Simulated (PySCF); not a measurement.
## GeF₄: how level, basis and relativity move the structure

Each row is its own optimisation.

Each entry is the lowest minimum that a search over a few typed start shapes (and spin states, where more than one is plausible) found, or that minimum re-optimised at the stated level; isomers with ligand–ligand bonds, or fragments after loss of a ligand pair, can lie lower. Open shells are unrestricted; no spin–orbit coupling; PySCF with density fitting.

```tsv
level	2S+1	point group	mean bond to Ge (Å)	distinct angles (°)	atomisation (kJ/mol)	lowest ω (cm⁻¹)
PBE0/def2-SVP (no relativity)	1	Td	1.698	109	1850	203
B3LYP/def2-TZVP (no relativity)	1	Td	1.702	109	1859	198
PBE0/def2-TZVP (no relativity)	1	Td	1.692	109	1867	198
```

Across these levels the mean bond spreads over 0.010 Å and the highest wavenumber over 29 cm⁻¹; all give the same point group.

Levels that gave another bonding pattern or an unsound solution are left out.
